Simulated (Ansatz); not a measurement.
The same path of Cl3H2NTi + H3P (11 atoms, charge 0, multiplicity 1) was run twice with different band settings. Lost on the way: Ti1–Cl2, P8–H11. Made: Ti1–P8, Cl2–H11.

Theory: RKS PBE/def2-SVP (Ansatz).

Relaxed end points:

```xyz
11
Properties=species:S:1:pos:R:3
Ti -0.278 0.313 -0.143
Cl -0.270 0.389 2.053
Cl 1.704 0.395 -1.082
Cl -1.542 1.945 -0.912
N -1.041 -1.298 -0.635
H -1.810 -1.757 -0.132
H -0.780 -1.824 -1.478
P 2.048 -3.325 1.387
H 0.820 -3.205 0.641
H 2.701 -2.352 0.548
H 1.627 -2.310 2.319
```

```xyz
11
Properties=species:S:1:pos:R:3
Ti 0.487 -0.356 -0.757
Cl -1.331 -1.688 2.833
Cl 1.291 -0.658 -2.776
Cl 0.521 1.645 0.142
N -1.099 -1.251 -0.521
H -1.599 -1.220 0.387
H -1.526 -1.937 -1.156
P 1.671 -1.676 0.950
H 1.778 -2.910 0.224
H 3.039 -1.263 0.791
H -0.052 -1.715 2.449
```

Common settings: movable images 5; climbing image yes; spring 5.0 eV/Å²; optimiser quadratic models (default); start path through a guess of the saddle point; iteration limit 60; end points relaxed.

| run | force threshold |
| --- | --- |
| 1 | 0.05 eV/Å |
| 2 | 0.5 eV/Å |

Task: What does each run give, and how far can it be trusted?

Result: Run 1: converged after 55 iterations, highest image 1.373 eV above the first end. The profile has 2 maxima (images 1, 4) with wells between them (image 3): this band takes more than one step, which may be the mechanism or a detour left from its start path. A structure lower than the first end lies on the path between it and the top, so the climb from that side starts below the end, which may itself be a saddle point or a shallow side well. Neighbouring images differ by up to 1.4 eV, so the band resolves the path poorly. A vibrational analysis at the climbing image gives one clearly imaginary mode, 203i cm⁻¹: a first-order saddle point.
Run 2: converged after 17 iterations, highest image 1.233 eV above the first end. The threshold of 0.5 eV/Å is loose, so the images may lie well off the minimum-energy path. The profile has 2 maxima (images 2, 5) with wells between them (image 3): this band takes more than one step, which may be the mechanism or a detour left from its start path. The order of the stationary point at the top wasn't checked.
The orbitals stay closed-shell, which can raise the energy where a bond breaks towards radicals; this wasn't checked here.
